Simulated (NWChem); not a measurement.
C$_{2}$H$_{9}$NSi; SMILES N[C@@H]([SiH3])C

```xyz
13

C     -1.2039     1.2369     0.1087
C      0.0201     0.4856    -0.3983
N      1.2380     1.1332     0.0919
Si    -0.0275    -1.3735     0.0367
H     -1.1235     2.3045    -0.1504
H     -1.2909     1.1685     1.2064
H     -2.1350     0.8384    -0.3225
H      0.0318     0.5626    -1.5010
H      2.0712     0.6860    -0.2863
H      1.3025     1.0498     1.1065
H      1.2001    -2.0373    -0.5082
H     -0.0035    -1.5167     1.5289
H     -1.2308    -2.0943    -0.4927
```
Atoms are numbered in this order, from 1.

Program: NWChem. Pople sets run with spherical d functions. Coordinates come from a PBE0/def2-SVP optimisation. B3LYP is NWChem's, with the RPA form of VWN correlation. Ions are spin-unrestricted doublets at the neutral geometry; other ion states weren't tried.

For level PBE0/6-31G*:

| Property | Result |
|---|---|
| −ε(HOMO) (eV) | 6.31 |

Problem. Estimate the same quantities for level B3LYP/6-31G*.

Solution. 
- −ε(HOMO) (eV) = 6.04
